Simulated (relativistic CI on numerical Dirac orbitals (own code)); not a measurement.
## Pd5+: L2,3 absorption edge

Computed with this model: Dirac-Coulomb-Breit CI, KLI orbitals optimised for each configuration, QED by a radiative potential, valence Slater integrals scaled by 0.7, multiplet model of core-to-valence dipole absorption; configurations [Kr] 4d5 → [He] 2s2 2p5 3s2 3p6 3d10 4s2 4p6 4d6; 300 K; Lorentzian 2.4 eV and Gaussian 0.5 eV FWHM. Energies are those of the free ion, without screening or charge transfer. The branching ratio is the share of the lower-energy edge in the whole absorption, uncertain by about 0.02 where the edges overlap. S is read from ⟨S²⟩ = S(S + 1).

Field parameters in Wybourne normalisation: Oh B⁴₀ = 21Dq, B⁴₄ = √(5/14) B⁴₀. The field is a parameter set, without covalency.

Case Oh, 10Dq = 19250 cm⁻¹, the dichroism is that of the ground state at zero temperature, magnetised by exchange field 10 meV on Sz. The dichroism I(Δm = −1) − I(Δm = +1), over the sum of the three polarisations, integrates to -0.0545 on the lower edge and -0.0058 on the upper edge. The branching ratio is 0.872.

Q: Use the orbital sum rule with 5 holes to get ⟨Lz⟩.

A: For a p → d edge ⟨Lz⟩ = 2 × n_h × (sum of both integrals) in this sign convention = -0.60; the ground state itself has ⟨Lz⟩ = -0.60 and ⟨Sz⟩ = -0.39. The rule assumes one radial integral for both edges, which relativistic orbitals only approach.
